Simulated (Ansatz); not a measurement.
The cluster Ba2S2⁺, relaxed as a doublet with UKS PBE-D4/def2-SVP in Ansatz, starting from the GFN2-xTB geometry. Force threshold 0.02 eV/Å.

In the def2 sets Ba takes a core potential; there is no spin–orbit coupling. The structure comes from a short search, and lower isomers may exist.

Start:

```tsv
atom	x (Å)	y (Å)	z (Å)
Ba1	-0.819	0.815	-1.739
Ba2	0.878	-0.808	1.709
S3	-0.224	-1.845	-0.759
S4	0.166	1.839	0.789
```

```json
{"step": "1", "energy (eV)": "-23041.1150", "largest force component (eV/Å)": "0.398", "SCF passes": "77"}
{"step": "2", "energy (eV)": "-23041.4091", "largest force component (eV/Å)": "0.782", "SCF passes": "54"}
{"step": "3", "energy (eV)": "-23041.5368", "largest force component (eV/Å)": "0.565", "SCF passes": "40"}
{"step": "4", "energy (eV)": "-23041.5735", "largest force component (eV/Å)": "0.032", "SCF passes": "35"}
{"step": "5", "energy (eV)": "-23041.5745", "largest force component (eV/Å)": "0.004", "SCF passes": "34"}
```

Force components are those of the run's own axes.

End:

```xyz
4

Ba   -0.9386    0.9097   -1.9332
Ba    0.9600   -0.9079    1.9234
S    -0.1644   -1.4596   -0.6069
S     0.1429    1.4577    0.6166
```

By distances, no bond broke or formed. The bond that changes most is Ba1–S4, from 2.90 to 2.82 Å (atoms count from 1).

No frequencies were taken in this run, so the end may be a saddle point.

Hardware: 4 threads of Intel Xeon on a shared host. Wall time 33 s.
